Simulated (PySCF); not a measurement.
Isomers of C4H6FOP.

All values: PBE0/pcSseg-1 (PySCF) at GFN2-xTB geometries, gas phase, one conformer each.

(1) Rank by the lowest IAO charge on any atom, lowest value first.
A. `[O:1]=[P@H:2]1[CH2:3][CH:4]=[C:5]([F:6])[CH2:7]1` with O1–P2–C3–C4 147°, P2–C3–C4–C5 -16°, C4–C5–C7–P2 15°, O1–P2–C7–C5 -146°
B. `[CH3:1][C:2](=[O:3])/[P:4]=[C:5](\[CH3:6])[F:7]` with C1–C2–P4–C5 -176°
C. `CC1=C(F)[P@@]1(C)=O`

(2) Rank by dipole moment, lowest first.
A. `CC1=C(F)[P@@]1(C)=O`
B. `[O:1]=[P@@H:2]1[CH2:3][CH2:4][CH:5]=[C:6]1[F:7]` with O1–P2–C3–C4 -144°, P2–C3–C4–C5 23°, C3–C4–C5–C6 -16°, O1–P2–C6–C5 135°
C. `[O:1]=[P@H:2]1[CH2:3][CH:4]=[C:5]([F:6])[CH2:7]1` with O1–P2–C3–C4 147°, P2–C3–C4–C5 -16°, C4–C5–C7–P2 15°, O1–P2–C7–C5 -146°
D. `[CH3:1][C:2](=[O:3])/[P:4]=[C:5](\[CH3:6])[F:7]` with C1–C2–P4–C5 -176°

Results:

(1) A (-0.900 e), C (-0.878 e), B (-0.476 e).

(2) D (0.96 D), C (2.67 D), A (4.11 D), B (5.08 D).

All values together:

| SMILES | μ (D) | HOMO (eV) | LUMO (eV) | lowest IAO charge (e) | highest IAO charge (e) | lowest Hirshfeld charge (e) | highest Hirshfeld charge (e) |
| --- | --- | --- | --- | --- | --- | --- | --- |
| CC(=O)/P=C(\C)F | 0.96 | -6.96 | -2.18 | -0.476 (C) | +0.215 (C) | -0.206 (O) | +0.116 (C) |
| O=[P@@H]1CCC=C1F | 5.08 | -7.79 | -0.61 | -0.897 (O) | +1.398 (P) | -0.397 (O) | +0.403 (P) |
| O=[P@H]1CC=C(F)C1 | 2.67 | -7.65 | -0.04 | -0.900 (O) | +1.423 (P) | -0.400 (O) | +0.426 (P) |
| CC1=C(F)[P@@]1(C)=O | 4.11 | -7.71 | -0.06 | -0.878 (O) | +1.470 (P) | -0.389 (O) | +0.401 (P) |

Conformers: `[CH3:1][C:2](=[O:3])/[P:4]=[C:5](\[CH3:6])[F:7]` with C1–C2–P4–C5 -176°; `[O:1]=[P@@H:2]1[CH2:3][CH2:4][CH:5]=[C:6]1[F:7]` with O1–P2–C3–C4 -144°, P2–C3–C4–C5 23°, C3–C4–C5–C6 -16°, O1–P2–C6–C5 135°; `[O:1]=[P@H:2]1[CH2:3][CH:4]=[C:5]([F:6])[CH2:7]1` with O1–P2–C3–C4 147°, P2–C3–C4–C5 -16°, C4–C5–C7–P2 15°, O1–P2–C7–C5 -146°.
